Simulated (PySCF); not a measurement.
Ar (argon, neutral) across methods

[Ne] 3s1 3p6 4p1, high-spin 3P determinant (an excited configuration). Calculation: PySCF 2.14, in aug-cc-pV(T+d)Z with one added diffuse shell each of s, p, d, f type (7s6p5d3f, 71 functions); no relativity, point nucleus. The B2PLYP total includes its PT2 part (frozen core); its orbital energies are those of the SCF part.

```
 method  E (hartree)  mean ε 3p α (eV)  mean ε 3p β (eV)  mean ε 4p α (eV)  Σ⟨r²⟩ (bohr²)   ⟨S²⟩
   PBE0    -526.3441           -20.627           -18.792            -1.937          73.98  2.002
    PBE    -526.3413           -18.576           -17.397            -1.632          72.17  2.001
    UHF   -525.69082           -25.906           -21.713            -2.554          81.64  2.010
 r2SCAN    -526.4705           -19.307           -17.745            -1.601          73.68  2.003
   MN15    -526.4440           -21.125           -19.753            -1.476          71.81  2.001
r2SCANh    -526.4599           -20.023           -18.239            -1.711          73.99  2.004
    LDA    -524.9364           -18.624           -17.539            -1.594          72.80  2.001
 B2PLYP    -526.3750           -22.545           -19.891            -2.090          76.55  2.005
```

(1) Estimate the same row for BHandHLYP.

The outer electron is Rydberg-like, and this basis confines it to a smaller radius and binds it less than a complete one would.

Answers

(1) E (hartree) = -526.4759; mean ε 3p α (eV) = -22.482; mean ε 3p β (eV) = -19.977; mean ε 4p α (eV) = -2.071; Σ⟨r²⟩ (bohr²) = 75.45; ⟨S²⟩ = 2.004.
